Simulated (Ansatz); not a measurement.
`OCN[SiH2]Br`, charge 0, multiplicity 1.

Task: Give a relaxed structure at PBE0-D4/def2-TZVP (Ansatz). (An estimate is asked.)

Result: Computed: 
Cartesian coordinates in Å:
```
O -0.772 -1.349 1.445
C -0.811 -0.040 0.938
N -0.420 0.054 -0.445
Si 1.182 0.281 -0.986
Br 1.908 2.385 -0.742
H -1.307 -1.907 0.874
H -1.810 0.397 1.049
H -0.126 0.528 1.573
H -1.177 0.210 -1.090
H 2.106 -0.545 -0.182
H 1.227 -0.015 -2.434
```
This is one stationary point; other conformers may exist.
